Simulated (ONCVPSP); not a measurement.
Au (Z = 79), ONCV: configuration errors across variants

```json
{"Element": "Au", "Generator": "ONCVPSP 4.0.1", "Type": "optimised norm-conserving Vanderbilt (ONCV)", "Functional": "PBE", "Relativity": "fully relativistic", "Frozen core": "[Kr] 4d10 4f14", "Valence charge": "19", "Reference configuration": "5s2 5p6 5d10 6p1", "Partial waves": "5s: rc 1.30 bohr, ncon 4, nbas 7, qcut 7.2 1/bohr, 3 projectors, debl 1.6 Ha; 5p+6p: rc 1.50 bohr, ncon 4, nbas 8, qcut 9.4 1/bohr, 2 projectors; 5d: rc 1.40 bohr, ncon 4, nbas 8, qcut 7.9 1/bohr, 2 projectors, debl 2.5 Ha", "Local potential": "polynomial inside 0.90 bohr (lpopt 5, dvloc0 0 Ha)", "Core correction": "none"}
```

Open shells are filled in proportion to 2j + 1.

In the s channel the program set the typed energies aside and used -4.052, 0.250, 1.850 Ha.

All-electron excitation energies from the reference (eV): (1) 5s2 5p6 5d10 6s1 6p0 -5.199; (2) 5s2 5p6 5d10 6p0 4.228; (3) 5s2 5p6 5d9 6p0 25.457; (4) 5s2 5p6 5d9 6s1 6p1 2.251.

2 further variants failed, have other tests or too few solved ones, and are left out.

A true bound ghost makes a file unfit for plane-wave use even where its test errors are small: the radial tests pick states by their node count and pass the ghost by.

Errors AE − PS in meV (a dash: test not solved or not reliable):

```csv
change,(1),(2),(3),(4),bound ghosts,GHOST(+) flags above zero
base,-0.5,+0.2,+0.7,-3.0,none,"s, p1/2"
s: qcut 4.6; p: qcut 6; d: qcut 5,-0.8,+0.1,+0.7,-4.9,s,"s, p3/2"
s: qcut 5.4; p: qcut 7.1; d: qcut 6,-0.6,+0.1,+0.7,-4.2,s,"s, p3/2"
s: qcut 6; p: qcut 7.9; d: qcut 6.6,-0.5,+0.1,+0.7,-3.7,none,"s, p3/2"
s: qcut 6.6; p: qcut 8.6; d: qcut 7.2,-0.5,+0.1,+0.7,-3.3,none,"s, p3/2, p1/2"
s: qcut 7.4; p: qcut 9.6; d: qcut 8.1,-0.5,+0.2,+0.7,-2.9,none,"s, p1/2"
s: qcut 8; p: qcut 10.4; d: qcut 8.8,-0.4,+0.2,+0.7,-2.7,none,"s, p3/2, p1/2"
s: qcut 8.7; p: qcut 11.3; d: qcut 9.5,-0.3,+0.2,+0.7,-2.4,none,"s, p3/2"
```

(1) Give the same row for: s: qcut 9.2; p: qcut 12; d: qcut 10.1.

## Answers

(1) -0.1, +0.2, +0.7, -2.0; bound ghosts: none; GHOST(+) flags above zero: s, p3/2.
